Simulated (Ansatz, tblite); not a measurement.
Cost and result up the ladder for Si4H7⁻ (11 atoms). The state is a singlet with charge -1. Geometry: B3LYP-D4/def2-SVPD.

```xyz
11

Si    1.055    0.192   -1.030
Si   -0.611   -1.219    1.545
Si    0.620    0.828    1.208
Si   -1.038   -0.894   -0.809
H     1.321    1.205   -2.114
H    -1.911   -0.631    2.107
H    -0.103    2.155    1.135
H    -1.272   -2.085   -1.709
H     2.191   -0.790   -1.124
H     1.827    1.137    2.063
H    -2.079    0.101   -1.271
```

Ansatz on 4 threads of Arm Neoverse V2 on a shared host; xTB runs through tblite on one thread. Times are rough, summed over both states, and most runs start from the orbitals of an earlier one. PBE0-D4/def2-TZVPD serves as the yardstick here, not as an exact answer. The other state is a doublet.

The xTB rows come from tblite. The structure comes from a short search, and lower isomers may exist.

Raw xTB energies of ions are shifted by several eV.

| level | functions | wall time |
| --- | --- | --- |
| GFN2-xTB | 43 | 0.013 s |
| PBE-D4/def2-TZVPD | 235 | 8 s |
| PBE0-D4/def2-TZVPD | 235 | 13 s |
| r2SCAN-D4/def2-TZVPD | 235 | 18 s |

**Question.** Estimate what each level gives for the vertical IE (eV).

**Answer.** 
```
               level  vertical IE (eV)  difference from PBE0-D4/def2-TZVPD (eV)
            GFN2-xTB              5.79                                     3.04
   PBE-D4/def2-TZVPD              2.77                                     0.02
  PBE0-D4/def2-TZVPD              2.75                                     0.00
r2SCAN-D4/def2-TZVPD              2.68                                    -0.08
```
